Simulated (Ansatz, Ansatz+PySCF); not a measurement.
```yaml
atoms:
  - { symbol: C, position_ang: [2.7239, 0.0000, 0.0000] }
  - { symbol: C, position_ang: [2.3590, 1.3620, 0.0000] }
  - { symbol: C, position_ang: [1.3620, 2.3590, 0.0000] }
  - { symbol: C, position_ang: [0.0000, 2.7239, 0.0000] }
  - { symbol: C, position_ang: [-1.3620, 2.3590, 0.0000] }
  - { symbol: C, position_ang: [-2.3590, 1.3620, 0.0000] }
  - { symbol: C, position_ang: [-2.7239, 0.0000, 0.0000] }
  - { symbol: C, position_ang: [-2.3590, -1.3620, 0.0000] }
  - { symbol: C, position_ang: [-1.3620, -2.3590, 0.0000] }
  - { symbol: C, position_ang: [0.0000, -2.7239, 0.0000] }
  - { symbol: C, position_ang: [1.3620, -2.3590, 0.0000] }
  - { symbol: C, position_ang: [2.3590, -1.3620, 0.0000] }
  - { symbol: H, position_ang: [3.8089, 0.0000, 0.0000] }
  - { symbol: H, position_ang: [3.2986, 1.9045, 0.0000] }
  - { symbol: H, position_ang: [1.9045, 3.2986, 0.0000] }
  - { symbol: H, position_ang: [0.0000, 3.8089, 0.0000] }
  - { symbol: H, position_ang: [-1.9045, 3.2986, 0.0000] }
  - { symbol: H, position_ang: [-3.2986, 1.9045, 0.0000] }
  - { symbol: H, position_ang: [-3.8089, 0.0000, 0.0000] }
  - { symbol: H, position_ang: [-3.2986, -1.9045, 0.0000] }
  - { symbol: H, position_ang: [-1.9045, -3.2986, 0.0000] }
  - { symbol: H, position_ang: [0.0000, -3.8089, 0.0000] }
  - { symbol: H, position_ang: [1.9045, -3.2986, 0.0000] }
  - { symbol: H, position_ang: [3.2986, -1.9045, 0.0000] }
```

Basis set: def2-SVP (spherical functions). Charge 0, multiplicity 3.

Computed with Ansatz (development build ahead of 0.2.0); each method stands on the lowest determinant of its kind that the runs found. Restricted functionals stand beside restricted open-shell atoms, which can lie above the unrestricted atoms usual in DFT and then raise those values.

Task: Give the atomization energy at this shape (free ground-state atoms in the same class of orbitals less the molecule, no zero-point energy) of triplet C₁₂H₁₂ by ωB97X (restricted open-shell), PBE0 (unrestricted), PBE0 (restricted open-shell), UHF, ROHF.

Result:

```json
{"method": "ωB97X (restricted open-shell)", "atomization energy": "10787.4 kJ/mol"}
{"method": "PBE0 (unrestricted)", "atomization energy": "10968.4 kJ/mol"}
{"method": "PBE0 (restricted open-shell)", "atomization energy": "11017.3 kJ/mol"}
{"method": "UHF", "atomization energy": "7890.0 kJ/mol"}
{"method": "ROHF", "atomization energy": "7942.5 kJ/mol"}
```

Caution: another spin multiplicity may lie lower. Caution for UHF: the unrestricted determinant is a mixture of spin states. Caution for ROHF: an unrestricted determinant lies well below.

The shape needn't be a minimum at these levels.
